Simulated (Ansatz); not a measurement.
Input and output for C2HF5, SMILES `FC(F)C(F)(F)F`.

```yaml
crystal:
  periodic: [false, false, false]
  atoms:
    - {symbol: F, position_ang: [1.120468, -0.561289, 1.227272]}
    - {symbol: C, position_ang: [0.203354, -0.717701, 0.260092]}
    - {symbol: F, position_ang: [-0.898943, -1.271178, 0.788872]}
    - {symbol: C, position_ang: [-0.156299, 0.659449, -0.313402]}
    - {symbol: F, position_ang: [0.929995, 1.220528, -0.839866]}
    - {symbol: F, position_ang: [-0.642720, 1.462795, 0.621088]}
    - {symbol: F, position_ang: [-1.066014, 0.518017, -1.274893]}
    - {symbol: H, position_ang: [0.602258, -1.367621, -0.525061]}
basis:
  gaussian: {orbitals: 6-31G}
hamiltonian: {xc: {name: HF}}
```

```sh
$ ansatz run in.yaml --threads 4 --pin off --events-out ev --progress --plain --max-ram 10444MiB
```

Output, abridged:

```
Functional definition: HF
661 factors; integrals over basis functions are off by at most 1.7e-4 eV
mean field evaluation 1: about -15595.4618 eV, gradient 4.7e1 eV
mean field evaluation 2: about -15595.4726 eV, gradient 4.7e1 eV
mean field evaluation 4: about -15600.7276 eV, gradient 3.5e0 eV
mean field evaluation 8: about -15600.7712 eV, gradient 1.7e-4 eV
mean field -15600.77117582 eV, -573.3177661288 hartree, gradient 1.7e-5 eV, S^2 0.000000; 0 other end points of the search recorded, 0 dependent functions left out
reference -15600.77117582 eV, -573.3177661288 hartree; 29, 29 occupied and 36, 36 virtual orbitals, 661 factors
Total energy: -15600.77117582 eV, -573.3177661288 hartree
```

It took 0.2 s on 4 threads of an Arm Neoverse V1 on a shared host, with 0.42 GiB of host memory at the peak.
